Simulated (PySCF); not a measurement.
## Unknown compound

Molecular formula: C$_{3}$H$_{6}$FNSi$_{2}$. Simulated spectra:

1H NMR (600 MHz, computed): δ 5.71 (m, 1H), 4.92 (d, 2H), 4.25 (m, 3H).

13C{1H} NMR (computed): δ 190.9 (C), 123.6 (C), 118.8 (CH).

Equivalent nuclei averaged, no solvent model, one computed conformer, no relativistic terms. PBE0/pcSseg-1 with gauge-including orbitals; GFN2-xTB structure; PySCF 2.14.

Referencing at the same level of theory: TMS for 1H (σref 31.72), 13C (σref 186.93).

Q: Deduce the structure.

A: 
1. The formula gives 3 degrees of unsaturation (no ring in the answer).
2. 3 carbon signals for 3 carbons: no two carbons are equivalent.
3. Carbon types of the structure: 2 × C, 1 × CH, leaving 5 H on heteroatoms.
4. δC 190.9: fully substituted alkene carbon.
5. δC 123.6: nitrile carbon; typical of a nitrile.
6. δC 118.8: alkene CH; as expected for a trigonal carbon in a double bond.
7. δH 5.71: hydrogen on an alkene CH; a vinylic proton, deshielded by the sp2 carbon and the C=C anisotropy.
8. δH 4.92: hydrogen on a silicon bonded to 2 C.
9. δH 4.25: hydrogen on a silicon bonded to C.

Structure: `N#C[SiH2]/C=C(\F)[SiH3]`.

The data come from this structure; uniqueness wasn't tested.

Splittings by 19F in the carbon and heteronuclear signals aren't shown, as no couplings were computed. Shifts are as computed. Against solution values, carbons near 30 ppm lie about +3 ppm off and those near 130 ppm about +5 ppm. Of 1211 compounds with measured shifts, 218 miss one by over three times the rms of a fit or turn the order of signals round; such compounds aren't used in these exercises. Multiplicities follow the n + 1 count of equivalent neighbours, as no J values were calculated; m marks all less simple cases, F and P coupling included.
